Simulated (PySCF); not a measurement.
**CuO(OH), triplet: computed properties**

Method: UPBE0 in PySCF with Cu def2-TZVP, O def2-TZVP, H def2-TZVP; no relativity; density-fitted integrals.

The structure is a minimum.

- Point group: Cs
- Bond lengths: Cu–O 1.706 Å, Cu–O 1.740 Å, O–H 0.960 Å
- Bond angles: Cu–O–H 118.7°, O–Cu–O 178.6°
- Principal quadrupole moments (Buckingham, traceless) about the centre of mass: -8.30, 1.42, 6.87 D Å
- Lowest empty level (β): -4.65 eV
- Entropy at 298.15 K and 1 bar (electronic part: spin only): 286.7 J/(mol K)
- Heat capacity Cp at 298.15 K: 60.3 J/(mol K)
- Highest occupied level (β): -8.28 eV
- Rotational constants: 25.89, 0.1689, 0.1678 cm⁻¹
- Zero-point energy: 37.2 kJ/mol
- Enthalpy at 298.15 K above 0 K: 14.28 kJ/mol
- Rotational symmetry number: 1
- Principal polarisabilities: 19.3, 20.5, 78.3 bohr³
- Atomisation energy without zero-point energy: 969 kJ/mol
- Dipole moment: 1.47 D
- Spin squared ⟨S²⟩: 2.019

Harmonic modes (masses in u: Cu 62.930, O 15.995, H 1.008):
```tsv
symmetry	ω (cm⁻¹)	IR (km/mol)	μ (u)
a''	127	17.6	16.75
a'	178	13.8	10.12
a'	596	28.3	8.18
a'	657	99.5	1.17
a'	762	67.4	17.53
a'	3892	161	1.07
```

Charges (e):
| atom | Mulliken | Löwdin | polar tensor | spin (Mulliken) | Mayer order to Cu1 |
| --- | --- | --- | --- | --- | --- |
| Cu1 | 0.57 | 0.34 | 0.78 | 0.45 | – |
| O2 | -0.28 | -0.16 | -0.34 | 1.32 | 1.21 |
| O3 | -0.62 | -0.35 | -0.75 | 0.24 | 1.01 |
| H4 | 0.33 | 0.16 | 0.31 | 0.00 | 0.01 |
Other Mayer orders above 0.3: O–H 0.88.

Mulliken populations on Cu1: s 6.69, p 12.32, d 9.42, f 0.00.

Only a few start shapes were tried, so a lower isomer may exist. Other spin states or occupations of the open shell can lie lower.

The final relaxation and frequency run took 59 s on 4 threads of a shared Arm Neoverse V2 host, with 113 basis functions and 19 gradients; the process peaked at 1.2 GiB.
